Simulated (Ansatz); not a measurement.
Reaction (formal loss of a carbene): `CCBCN` → `CBCN` + `[CH2]` (triplet)

Computed with Ansatz on PBE0-D4/def2-TZVP structures; ΔE is electronic, products minus reactants. CCSD(T)/CBS is the MP2 limit (def2-TZVPP, def2-QZVPP) plus CCSD(T) − MP2 in def2-TZVPP, frozen cores. This one scheme is used for every species. Functionals use def2-TZVPP. Triplets are unrestricted, without spin–orbit coupling. One conformer a species, not always the lowest.

CCSD(T)/CBS gives +101.9 kcal/mol.

Q: Another level gave +66.3 kcal/mol. Which?
A. HF/def2-TZVPP
B. CCSD/def2-TZVPP
C. B2PLYP/def2-TZVPP
D. ωB97M-V/def2-TZVPP

A: A. HF/def2-TZVPP 66.3, ωB97M-V 102.4, B2PLYP 99.2, CCSD/def2-TZVPP 96.6 kcal/mol.

Largest T1 diagnostic among the species: 0.011.

From PBE to PBE0 (25 % exact exchange), in def2-TZVPP and without D4, ΔE moves by −1.7 kcal/mol. The D4 term adds +2.6 kcal/mol with B3LYP and +1.4 kcal/mol with PBE0; it sums over pairs of atoms, weighted by their polarisabilities, and B3LYP, whose exchange is more repulsive, gets the larger term. In def2-TZVPP, CCSD(T) changes the Hartree–Fock value by +33.0 kcal/mol (the triples alone add +2.7 kcal/mol) and MP2 by +35.9 kcal/mol.

B3LYP here is the variant with VWN-RPA as its local correlation; programs differ in this.
